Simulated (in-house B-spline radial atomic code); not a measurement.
Computed with a B-spline radial atomic code. Model: two electrons, singlet ground state, non-relativistic, full CI in B-splines with partial waves to l = 8 (at full coupling up to 3e-4 hartree above the limit, correlation up to 0.6 % small), density held at that of full coupling by Lieb maximisation.

W(λ) is the mean repulsion in the state of coupling λ less the Hartree energy of the fixed density. Its start is exact exchange, its initial slope is twice the second-order Görling-Levy correlation energy, and its area from 0 to 1 is E_xc. A straight curve means weak, dynamic correlation, and a curve that drops fast and flattens means strong correlation.

Command:
```bash
python run_ac.py task.json out
```
Settings (lengths in bohr, energies in hartree):
```
potential              gauss
strength               0.813
lmax                   8
second                 6.27
```

Run time, properties included: 52 s on 1 thread of Intel(R) Xeon(R) Processor @ 2.30GHz (shared host).

**W = mean repulsion less Hartree energy, and W of three functionals.**

Given: confinement Gaussian well; well depth 0.813 hartree; well width 6.27 bohr; external potential -V exp(-r^2/w^2).

Computed: LDA exchange minus exact 40.414 millihartree; PBE exchange minus exact 11.704 millihartree.

```json
{"coupling": "0", "W xc (hartree)": "-0.27866", "W xc minus exchange (millihartree)": "0", "kinetic minus Kohn-Sham (millihartree)": "0", "LDA (PW92) W minus its exchange (millihartree)": "0", "PBE W minus its exchange (millihartree)": "0", "SCAN W minus its exchange (millihartree)": "0"}
{"coupling": "0.02", "W xc (hartree)": "-0.28061", "W xc minus exchange (millihartree)": "-1.956", "kinetic minus Kohn-Sham (millihartree)": "0.02", "LDA (PW92) W minus its exchange (millihartree)": "-8.96", "PBE W minus its exchange (millihartree)": "-3.13", "SCAN W minus its exchange (millihartree)": "-1.85"}
{"coupling": "0.05", "W xc (hartree)": "?", "W xc minus exchange (millihartree)": "?", "kinetic minus Kohn-Sham (millihartree)": "?", "LDA (PW92) W minus its exchange (millihartree)": "?", "PBE W minus its exchange (millihartree)": "?", "SCAN W minus its exchange (millihartree)": "?"}
{"coupling": "0.12", "W xc (hartree)": "-0.28947", "W xc minus exchange (millihartree)": "-10.815", "kinetic minus Kohn-Sham (millihartree)": "0.63", "LDA (PW92) W minus its exchange (millihartree)": "-30.94", "PBE W minus its exchange (millihartree)": "-15.51", "SCAN W minus its exchange (millihartree)": "-10.02"}
{"coupling": "0.25", "W xc (hartree)": "?", "W xc minus exchange (millihartree)": "?", "kinetic minus Kohn-Sham (millihartree)": "?", "LDA (PW92) W minus its exchange (millihartree)": "?", "PBE W minus its exchange (millihartree)": "?", "SCAN W minus its exchange (millihartree)": "?"}
{"coupling": "0.4", "W xc (hartree)": "-0.30798", "W xc minus exchange (millihartree)": "-29.328", "kinetic minus Kohn-Sham (millihartree)": "5.26", "LDA (PW92) W minus its exchange (millihartree)": "-61.81", "PBE W minus its exchange (millihartree)": "-38.17", "SCAN W minus its exchange (millihartree)": "-27.28"}
{"coupling": "0.6", "W xc (hartree)": "-0.31733", "W xc minus exchange (millihartree)": "-38.671", "kinetic minus Kohn-Sham (millihartree)": "9.89", "LDA (PW92) W minus its exchange (millihartree)": "-75.33", "PBE W minus its exchange (millihartree)": "-49.24", "SCAN W minus its exchange (millihartree)": "-36.4"}
{"coupling": "0.8", "W xc (hartree)": "-0.32458", "W xc minus exchange (millihartree)": "-45.928", "kinetic minus Kohn-Sham (millihartree)": "14.94", "LDA (PW92) W minus its exchange (millihartree)": "-85.57", "PBE W minus its exchange (millihartree)": "-57.96", "SCAN W minus its exchange (millihartree)": "-43.78"}
{"coupling": "1", "W xc (hartree)": "-0.33037", "W xc minus exchange (millihartree)": "-51.715", "kinetic minus Kohn-Sham (millihartree)": "20.13", "LDA (PW92) W minus its exchange (millihartree)": "-93.75", "PBE W minus its exchange (millihartree)": "-65.07", "SCAN W minus its exchange (millihartree)": "-49.87"}
{"coupling": "1.4", "W xc (hartree)": "-0.33903", "W xc minus exchange (millihartree)": "-60.372", "kinetic minus Kohn-Sham (millihartree)": "30.41", "LDA (PW92) W minus its exchange (millihartree)": "-106.19", "PBE W minus its exchange (millihartree)": "-76.13", "SCAN W minus its exchange (millihartree)": "-59.34"}
{"coupling": "2", "W xc (hartree)": "-0.34772", "W xc minus exchange (millihartree)": "-69.063", "kinetic minus Kohn-Sham (millihartree)": "45", "LDA (PW92) W minus its exchange (millihartree)": "-119.18", "PBE W minus its exchange (millihartree)": "-87.91", "SCAN W minus its exchange (millihartree)": "-69.19"}
{"coupling": "3", "W xc (hartree)": "-0.35662", "W xc minus exchange (millihartree)": "-77.966", "kinetic minus Kohn-Sham (millihartree)": "66.86", "LDA (PW92) W minus its exchange (millihartree)": "-133.26", "PBE W minus its exchange (millihartree)": "-100.9", "SCAN W minus its exchange (millihartree)": "-79.36"}
{"coupling": "4.5", "W xc (hartree)": "-0.36435", "W xc minus exchange (millihartree)": "-85.691", "kinetic minus Kohn-Sham (millihartree)": "95.29", "LDA (PW92) W minus its exchange (millihartree)": "-146.31", "PBE W minus its exchange (millihartree)": "-113.08", "SCAN W minus its exchange (millihartree)": "-87.78"}
{"coupling": "7", "W xc (hartree)": "-0.37147", "W xc minus exchange (millihartree)": "-92.811", "kinetic minus Kohn-Sham (millihartree)": "135.3", "LDA (PW92) W minus its exchange (millihartree)": "-159.13", "PBE W minus its exchange (millihartree)": "-125.17", "SCAN W minus its exchange (millihartree)": "-94.71"}
{"coupling": "10", "W xc (hartree)": "-0.37631", "W xc minus exchange (millihartree)": "-97.658", "kinetic minus Kohn-Sham (millihartree)": "175.89", "LDA (PW92) W minus its exchange (millihartree)": "-168.36", "PBE W minus its exchange (millihartree)": "-133.92", "SCAN W minus its exchange (millihartree)": "-98.74"}
```

(1) What belongs in the row 0.05?

(2) What belongs in the row 0.25?

(3) What is the SCAN exchange minus exact?

**Energy parts, natural occupations and partial-wave weights.**

Computed: exchange energy -0.27866 hartree; kinetic part of the DFT correlation energy 0.020127 hartree; initial slope twice GL2 -0.099402 hartree; kinetic part over minus potential part 0.38918; Hartree energy 0.55731 hartree; Kohn-Sham kinetic 0.18276 hartree; Lieb Oxford ratio E_xc over LDA exchange 1.3022.

```tsv
natural	occupation of the shell (electrons)
s	1.8804
p	0.10992
s	0.0077569
d	?
p	0.0003669
f	0.00013144
```

(4) What belongs in the row d?

```csv
wave,weight
s,0.94411
p,0.055154
d,?
f,7.2727e-05
g,1.5481e-05
```

(5) What belongs in the row d?

(6) What is the total energy?

(7) What is the correlation energy?

Results:

(1) W xc (hartree): -0.28343; W xc minus exchange (millihartree): -4.769; kinetic minus Kohn-Sham (millihartree): 0.12; LDA (PW92) W minus its exchange (millihartree): -17.32; PBE W minus its exchange (millihartree): -7.3; SCAN W minus its exchange (millihartree): -4.46.

(2) W xc (hartree): -0.29905; W xc minus exchange (millihartree): -20.391; kinetic minus Kohn-Sham (millihartree): 2.38; LDA (PW92) W minus its exchange (millihartree): -47.99; PBE W minus its exchange (millihartree): -27.49; SCAN W minus its exchange (millihartree): -18.85.

(3) 0.93667 millihartree.

(4) occupation of the shell (electrons): 0.0012281.

(5) weight: 0.00064144.

(6) -0.7940 hartree.

(7) -0.031588 hartree.

Half-way to full coupling W has made 66 % of its drop, against 50 % for a straight line, and second-order (GL2) theory, half the initial slope, overshoots the correlation energy by about 57 %: a marked bend. Over couplings 0 to 1 the errors in E_xc come to about +8.6 millihartree for LDA, +2.7 millihartree for PBE, +2.7 millihartree for SCAN. In LDA and PBE the errors of exchange and correlation have opposite signs, so the sum is smaller than the larger of the two.
